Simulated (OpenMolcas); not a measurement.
Au2+ among 6 point charges of -1.7 e arranged as an octahedron (Oh), 2.34 Å from the ion.

| Quantity | Value |
| --- | --- |
| Program | OpenMolcas 26.06 |
| Method | CASSCF |
| Basis | ANO-RCC-VTZP [8s7p5d3f1g] |
| Scalar Hamiltonian | DKH2, point nucleus |
| Active space | 9 electrons in 5 orbitals (5d) |
| State averaging | 2S+1 = 2 even, 5 roots |
| Spin-orbit coupling | RASSI with atomic mean-field integrals over the reference wave functions |

Problem. What is the spin-free ground state (labels of O, the rotations of Oh)?

Solution. 2E, 2-fold in its orbital part, 100 % from free-ion D terms; it has the highest spin that d9 allows.

Problem. Where is the first state of the same spin?

Solution. 2T2 at 4320 cm-1 above the ground state.

Problem. What are the lowest two levels with spin-orbit coupling?

Solution. A 4-fold level Γ8, then a 2-fold level Γ7 3014 cm-1 above it. Their leading multiplicities are 2 (100 %) and 2 (100 %).

Problem. What is χT at 300 K, and how does it compare with the textbook value?

Solution. The lowest level has 2S+1 = 2, for which the spin-only value is χT = S(S+1) / 2 = 0.375 cm3 K/mol (g = 2). The computed 1.067 at 300 K differs by +0.692, through orbital momentum, spin-orbit coupling and any other state in reach.

Problem. Which ligand-field parameters describe the states?

Solution. The gap between the two states is 10Dq = 4318 cm-1. 

An orbital doublet at a regular site is open to a Jahn-Teller distortion, which this geometry leaves out. The ground term spreads over less than 5000 cm-1, several times less than with real ligands, so orbital moments are less quenched and χT lies further from the spin-only value than at real sites. Point charges carry no covalency, so the field is a model and not that of real ligands. No measured value stands beside these numbers.
